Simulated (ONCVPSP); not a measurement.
# Before and after: ONCV potential for Cu

Cu, optimised norm-conserving Vanderbilt (ONCV), made with ONCVPSP 4.0.1 (LDA (Perdew-Wang 92), non-relativistic). Core [Ar], reference 3d9 4s2. Waves: 4s: rc 1.75 bohr, ncon 3, nbas 6, qcut 3.2 1/bohr, 2 projectors, debl 2.1 Ha; p scattering state at 0.03 Ha: rc 1.55 bohr, ncon 5, nbas 10, qcut 5.6 1/bohr, 2 projectors, debl 1 Ha; 3d: rc 1.25 bohr, ncon 3, nbas 8, qcut 13.5 1/bohr, 2 projectors, debl 3.3 Ha. Local part: polynomial inside 0.95 bohr (lpopt 3, dvloc0 -1 Ha). Core correction: none.

All-electron outer shells of the reference configuration (LDA (PZ), non-relativistic, ld1.x):

```tsv
shell	level (eV)	outermost node (bohr)	outermost maximum (bohr)
3p	-76.33	0.26	0.62
3d	-10.18	–	0.59
4s	-5.91	0.90	2.19
```

Change: s: qcut 3.3.

Cutoffs: the cutoffs (Ha) at which the residual kinetic energy of the hardest occupied pseudo-wave falls to 1 and 0.1 mHa per electron; they do not see the model core or the augmentation charge, which bear on the density cutoff. Errors are all-electron minus pseudo energies relative to the spin-unpolarised reference configuration.

What does the change do?

The potential gets neither clearly harder nor softer (67 Ha and 76 Ha → 67 Ha and 76 Ha); both files keep a bound ghost (p, s); of the 4 tests that both files solve, the error grows in 0 and shrinks in 1 by more than 15 % and 0.3 meV (median size 80.8 → 77.0 meV).

| quantity | base | changed |
| --- | --- | --- |
| cutoff, loose | 67 Ha | 67 Ha |
| cutoff, tight | 76 Ha | 76 Ha |
| loose cutoff by channel | s 5.6 Ha, d 67 Ha | s 5.5 Ha, d 67 Ha |
| bound ghosts | s, p | s, p |
| GHOST(+) flags under 300 eV | none | none |
| error for 3d10 4s1, meV [ΔE -2.45 eV] | -79 | -80 |
| error for 3d10 4s0, meV [ΔE 5.74 eV] | -145 | -149 |
| error for 3d9 4s0, meV [ΔE 27.58 eV] | +1.2 | +0.1 |
| error for 3d7 4s0, meV [ΔE 127.63 eV] | -83 | -74 |
| s: phases at 1.78 bohr within 0.05 rad from the reference energy up to (Ha; the scan ends near 5) | to the end of the scan | to the end of the scan |
| p: phases at 1.57 bohr within 0.05 rad from the reference energy up to (Ha; the scan ends near 5) | to the end of the scan | to the end of the scan |
| d: phases at 1.27 bohr within 0.05 rad from the reference energy up to (Ha; the scan ends near 5) | to the end of the scan | to the end of the scan |

 A true bound ghost makes a file unfit for plane-wave use even where its test errors are small: the radial tests pick states by their node count and pass the ghost by.
